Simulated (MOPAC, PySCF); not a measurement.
Potential energy curve for CH₃Li, SMILES [Li][CH3]. The C1–Li5 bond (C1 also carries H, H, H; Li5 carries nothing else) is pulled apart rigidly from the PBE0/def2-TZVP optimised geometry.

Methods: PM3, restricted, heats of formation (MOPAC); UHF/def2-TZVP (PySCF); UMP2 = PySCF with MP2 on UHF/def2-TZVP, 1 core orbital frozen; UHF/STO-3G = unrestricted Hartree-Fock/STO-3G (PySCF 2.14.0); UKS-B3LYP/3-21G = unrestricted B3LYP/3-21G (PySCF).

Energies are in eV, each relative to the lowest point of its own curve near equilibrium.

```json
[
 {"R / Å": "1.47", "PM3": "0.976", "UHF": "1.963", "UMP2": "1.851", "UHF/STO-3G": "2.422", "UKS-B3LYP/3-21G": "2.078"},
 {"R / Å": "1.57", "PM3": "0.528", "UHF": "1.096", "UMP2": "1.025", "UHF/STO-3G": "1.390", "UKS-B3LYP/3-21G": "1.161"},
 {"R / Å": "1.66", "PM3": "0.267", "UHF": "0.590", "UMP2": "0.545", "UHF/STO-3G": "0.778", "UKS-B3LYP/3-21G": "0.622"},
 {"R / Å": "1.79", "PM3": "0.060", "UHF": "0.177", "UMP2": "0.158", "UHF/STO-3G": "0.260", "UKS-B3LYP/3-21G": "0.183"},
 {"R / Å": "1.83", "PM3": "0.028", "UHF": "0.106", "UMP2": "0.092", "UHF/STO-3G": "0.165", "UKS-B3LYP/3-21G": "0.108"},
 {"R / Å": "1.90", "PM3": "0.000", "UHF": "0.028", "UMP2": "0.022", "UHF/STO-3G": "0.056", "UKS-B3LYP/3-21G": "0.028"},
 {"R / Å": "1.96", "PM3": "0.003", "UHF": "0.001", "UMP2": "0.000", "UHF/STO-3G": "0.010", "UKS-B3LYP/3-21G": "0.001"},
 {"R / Å": "2.00", "PM3": "0.018", "UHF": "0.000", "UMP2": "0.001", "UHF/STO-3G": "0.000", "UKS-B3LYP/3-21G": "0.000"},
 {"R / Å": "2.06", "PM3": "0.058", "UHF": "0.018", "UMP2": "0.021", "UHF/STO-3G": "0.012", "UKS-B3LYP/3-21G": "0.020"},
 {"R / Å": "2.14", "PM3": "0.141", "UHF": "0.073", "UMP2": "0.077", "UHF/STO-3G": "0.069", "UKS-B3LYP/3-21G": "0.079"},
 {"R / Å": "2.27", "PM3": "0.333", "UHF": "0.216", "UMP2": "0.218", "UHF/STO-3G": "0.236", "UKS-B3LYP/3-21G": "0.225"},
 {"R / Å": "2.42", "PM3": "0.616", "UHF": "0.432", "UMP2": "0.426", "UHF/STO-3G": "0.407", "UKS-B3LYP/3-21G": "0.440"},
 {"R / Å": "2.67", "PM3": "1.155", "UHF": "0.793", "UMP2": "1.284", "UHF/STO-3G": "0.630", "UKS-B3LYP/3-21G": "0.836"},
 {"R / Å": "2.98", "PM3": "1.829", "UHF": "0.979", "UMP2": "1.912", "UHF/STO-3G": "0.835", "UKS-B3LYP/3-21G": "1.314"},
 {"R / Å": "3.26", "PM3": "2.379", "UHF": "1.065", "UMP2": "2.148", "UHF/STO-3G": "0.963", "UKS-B3LYP/3-21G": "1.656"},
 {"R / Å": "3.52", "PM3": "2.821", "UHF": "1.113", "UMP2": "2.267", "UHF/STO-3G": "1.042", "UKS-B3LYP/3-21G": "1.889"},
 {"R / Å": "3.91", "PM3": "3.357", "UHF": "1.152", "UMP2": "2.363", "UHF/STO-3G": "1.111", "UKS-B3LYP/3-21G": "2.122"},
 {"R / Å": "4.27", "PM3": "3.733", "UHF": "1.170", "UMP2": "2.406", "UHF/STO-3G": "1.143", "UKS-B3LYP/3-21G": "2.252"},
 {"R / Å": "4.83", "PM3": "4.152", "UHF": "1.182", "UMP2": "2.436", "UHF/STO-3G": "1.164", "UKS-B3LYP/3-21G": "2.362"},
 {"R / Å": "5.28", "PM3": "4.388", "UHF": "1.186", "UMP2": "2.446", "UHF/STO-3G": "1.169", "UKS-B3LYP/3-21G": "2.408"},
 {"R / Å": "5.85", "PM3": "4.606", "UHF": "1.188", "UMP2": "2.451", "UHF/STO-3G": "1.172", "UKS-B3LYP/3-21G": "2.438"},
 {"R / Å": "6.82", "PM3": "4.856", "UHF": "1.189", "UMP2": "2.454", "UHF/STO-3G": "1.172", "UKS-B3LYP/3-21G": "2.459"}
]
```

At the longest distance, 6.82 Å, PM3 lies highest above its minimum (4.856 eV) and UHF/STO-3G lowest (1.172 eV).

The restricted form behind PM3 keeps the bonding electrons paired and can't separate into open-shell fragments. The unrestricted determinant behind UHF, UMP2 is spin-contaminated at 2.67 to 6.82 Å (<S²> up to 1.0, against 0.00 for a pure singlet). The unrestricted determinant behind UHF/STO-3G is spin-contaminated at 2.27 to 6.82 Å (<S²> up to 1.0, against 0.00 for a pure singlet). The unrestricted determinant behind UKS-B3LYP/3-21G is spin-contaminated at 2.98 to 6.82 Å (<S²> up to 1.0, against 0.00 for a pure singlet).
